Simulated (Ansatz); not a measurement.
What each rung costs, and what it gives

Saddle point of BH$_{4}$ClO$_{3}$, singlet (BH₂ClO₂ ([OH][B]([OH])[Cl]) + H₂O → BH₃O₃ ([OH][B]([OH])[OH]) + HCl; bonds formed: B1–O6, Cl2–H5; bonds broken: B1–Cl2, H5–O6), PBE0-D4/def2-TZVP structure:

```xyz
9
angstrom
B -0.3203 0.1660 -0.0351
Cl 1.0066 -1.5023 -1.0492
O -0.5551 1.0343 -1.0484
O -1.3030 -0.3657 0.7341
H 1.4302 -0.4439 0.2583
O 0.9454 0.3462 0.8078
H 0.1772 1.1284 -1.6611
H -2.1498 -0.4042 0.2838
H 0.7690 0.0412 1.7096
```

Barriers are electronic and count from the start structure reached by relaxing down the imaginary mode.

Ansatz 0.2.0; basis: as named in each row; cores frozen in the correlated methods. B3LYP uses VWN-RPA correlation. Extrapolation: Hartree–Fock as exp(−7.88 √X), correlation as X^−2.97.

Times are rough, for one single point on 4 threads of a shared host (Arm Neoverse V1).

The estimate by CCSD(T) at an estimated basis limit (MP2 extrapolated from triple and quadruple zeta, plus CCSD(T) − MP2 in triple zeta) is 71.8 kJ/mol.

```json
{"method": "HF", "basis": "STO-3G", "time (s)": "under 1", "barrier (kJ/mol)": "5.1", "method less estimate": "-66.8"}
{"method": "PBE-D4", "basis": "STO-3G", "time (s)": "under 1", "barrier (kJ/mol)": "-95.5", "method less estimate": "-167.4"}
{"method": "SPW92", "basis": "def2-SVP", "time (s)": "under 1", "barrier (kJ/mol)": "-17.5", "method less estimate": "-89.4"}
{"method": "PBE-D4", "basis": "def2-SVP", "time (s)": "under 1", "barrier (kJ/mol)": "22.3", "method less estimate": "-49.6"}
{"method": "PBE0-D4", "basis": "def2-SVP", "time (s)": "under 1", "barrier (kJ/mol)": "33.8", "method less estimate": "-38.1"}
{"method": "B3LYP-D4", "basis": "6-31G", "time (s)": "1", "barrier (kJ/mol)": "23.6", "method less estimate": "-48.2"}
{"method": "SPW92", "basis": "def2-TZVPP", "time (s)": "1", "barrier (kJ/mol)": "14.7", "method less estimate": "-57.1"}
{"method": "PBE-D4", "basis": "def2-TZVPP", "time (s)": "2", "barrier (kJ/mol)": "51.5", "method less estimate": "-20.3"}
{"method": "BLYP-D4", "basis": "def2-TZVPP", "time (s)": "2", "barrier (kJ/mol)": "62.5", "method less estimate": "-9.3"}
{"method": "B3LYP-D4", "basis": "def2-TZVPP", "time (s)": "2", "barrier (kJ/mol)": "65.8", "method less estimate": "-6.0"}
{"method": "BHLYP-D4", "basis": "def2-TZVPP", "time (s)": "3", "barrier (kJ/mol)": "72.3", "method less estimate": "0.4"}
{"method": "PBE0-D4", "basis": "def2-TZVPP", "time (s)": "3", "barrier (kJ/mol)": "57.3", "method less estimate": "-14.5"}
{"method": "CAM-B3LYP-D4", "basis": "def2-TZVPP", "time (s)": "3", "barrier (kJ/mol)": "63.9", "method less estimate": "-7.9"}
{"method": "wB97M-V", "basis": "def2-SVP", "time (s)": "3", "barrier (kJ/mol)": "34.4", "method less estimate": "-37.4"}
{"method": "r2SCAN-D4", "basis": "def2-TZVPP", "time (s)": "4", "barrier (kJ/mol)": "51.4", "method less estimate": "-20.5"}
{"method": "r2SCAN0-D4", "basis": "def2-TZVPP", "time (s)": "4", "barrier (kJ/mol)": "55.8", "method less estimate": "-16.0"}
{"method": "RPA on PBE", "basis": "def2-TZVPP", "time (s)": "5", "barrier (kJ/mol)": "76.8", "method less estimate": "5.0"}
{"method": "B2PLYP", "basis": "def2-TZVPP", "time (s)": "5", "barrier (kJ/mol)": "70.7", "method less estimate": "-1.2"}
{"method": "PBE-QIDH", "basis": "def2-TZVPP", "time (s)": "5", "barrier (kJ/mol)": "63.2", "method less estimate": "-8.6"}
{"method": "CCSD(T)", "basis": "def2-SVP", "time (s)": "6", "barrier (kJ/mol)": "70.2", "method less estimate": "-1.6"}
{"method": "B97M-V", "basis": "def2-TZVPP", "time (s)": "6", "barrier (kJ/mol)": "67.2", "method less estimate": "-4.6"}
{"method": "wB97X-V", "basis": "def2-TZVPP", "time (s)": "7", "barrier (kJ/mol)": "66.3", "method less estimate": "-5.6"}
{"method": "wB97M-V", "basis": "def2-TZVPP", "time (s)": "8", "barrier (kJ/mol)": "61.3", "method less estimate": "-10.6"}
{"method": "MP2", "basis": "def2-QZVPP", "time (s)": "20", "barrier (kJ/mol)": "69.2", "method less estimate": "-2.6"}
{"method": "CCSD(T)", "basis": "def2-TZVPP", "time (s)": "120", "barrier (kJ/mol)": "72.3", "method less estimate": "0.5"}
```

All methods are single points on the PBE0-D4 structures; a negative value means that the method puts the saddle structure below the start.

T1 diagnostic: at most 0.012.

The step is the kind of ligand exchange by which a precursor binds to a hydroxyl group, or is hydrolysed, in atomic layer deposition of oxides.

Labels in which every atom is bracketed show which atoms are joined, not bond orders.
